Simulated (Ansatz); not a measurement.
Basis-set extrapolation for `N[SiH]S[SiH2]N` radical (PBE0-D4/def2-TZVP geometry, frozen core, the Gaussian-basis code of Ansatz). Multiplicity 2, UHF reference.

```
                       def2-TZVPP    def2-QZVPP
                 HF  -1088.538991  -1088.574036
    MP2 correlation     -0.833258     -0.898526
CCSD(T) correlation     -0.925852       not run
```

Energies in hartree. Use E(X) = E(∞) + A·exp(−7.88·√X) for Hartree–Fock and E(X) = E(∞) + B·X^(−2.97) for correlation, with X = 3 and 4, and add CCSD(T) minus MP2 of the smaller set to the MP2 limit.

Question: What is the CCSD(T) energy at the basis-set limit?

Answer: HF limit: -1088.574036 + (-0.035045) × 0.13774 = -1088.57886. MP2 limit: -0.898526 + (-0.065268) × 0.74074 = -0.94687. Higher-order term: -0.925852 − (-0.833258) = -0.09259. Total: -1089.61832 hartree, 96.3 kcal/mol below CCSD(T)/def2-TZVPP.
